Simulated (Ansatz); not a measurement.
Isolated molecules relaxed with PBE0-D4/def2-TZVP in Ansatz; ΔE leaves out vibrations. CBS: MP2 limit from def2 TZ/QZ plus the TZ coupled-cluster correction, frozen cores. DFT in def2-TZVPP. B3LYP here is the variant with VWN-RPA as its local correlation; programs differ in this. HSE06 is defined as in plane-wave codes. def2 core potentials past Kr. For In outer-core shells are correlated without core-valence functions, which leaves a few kJ/mol of doubt a bond. Each species was taken in one conformer, which may not be the lowest.

Reaction (redistribution): `C=[CH][In]([Cl])[Cl]` + `N[Si](F)(Cl)Cl` → `[NH2][In]([Cl])[Cl]` + `C=C[Si](F)(Cl)Cl`

Is it downhill or uphill in electronic energy at CCSD(T)/CBS, and by how much? (Best estimate.)

Computed: Uphill: ΔE = +10.7 kcal/mol.

What do these levels give: LDA (SPW92), r2SCAN-D4, B3LYP-D4, HSE06-D4, ωB97X-V, MP2/def2-TZVPP? (An estimate is asked.)

The calculation gave: LDA (SPW92) 11.5, r2SCAN-D4 10.9, B3LYP-D4 11.0, HSE06-D4 10.9, ωB97X-V 11.0, MP2/def2-TZVPP 11.6 kcal/mol.

Largest T1 diagnostic among the species: 0.013.

From r2SCAN to r2SCAN0 (25 % exact exchange), in def2-TZVPP and without D4, ΔE moves by +1.0 kcal/mol. Leaving LDA and LC-ωPBE aside and taking each functional with its dispersion term where it has one, the values, not all of them listed here, spread over 2.6 kcal/mol, from revPBE-D4 to BHLYP-D4. LDA lies +1.7 kcal/mol from PBE without D4. At CCSD(T), def2-SVP lies −1.2 kcal/mol from the extrapolated value and def2-TZVPP +0.5 kcal/mol.
